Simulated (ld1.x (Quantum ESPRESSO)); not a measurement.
**Building the TM semilocal potential for Ru (PBE, scalar-relativistic).**

```json
{"Element": "Ru", "Generator": "ld1.x (Quantum ESPRESSO) 7.5", "Type": "norm-conserving Troullier–Martins (semilocal form)", "Functional": "PBE", "Relativity": "scalar-relativistic", "Frozen core": "[Ar] 3d10", "Valence charge": "16", "Reference configuration": "4s2 4p6 4d7 5s1 5p0", "Partial waves": "4s (bound): rc 1.15 bohr; 4d (bound): rc 2.54 bohr; 4p (bound): rc 1.85 bohr", "Local potential": "the p channel", "Core correction": "none"}
```

Occupied shells without a wave of their own: 5s. They enter only through the test configuration that unscreens the potential.

- Cutoffs needed: 110 Ry and 180 Ry (the cutoffs (Ry, on a coarse ladder) from which the occupation-weighted sum of valence levels, in a spherical-Bessel basis at the reference potential, stays within 10 and 1 mRy of its value at 400 Ry)
- Ghost test: no extra level below or beside the all-electron valence levels (s, d, p tested); the semilocal form is local in each channel, so this says nothing of the separable form that plane-wave codes build from it (spherical-Bessel basis up to 400 Ry, 20 bohr box)
- Largest excitation error: -357 meV (all-electron minus pseudo) for 4s2 4p6 4d5 5s0 5p0, out of 7 test configurations
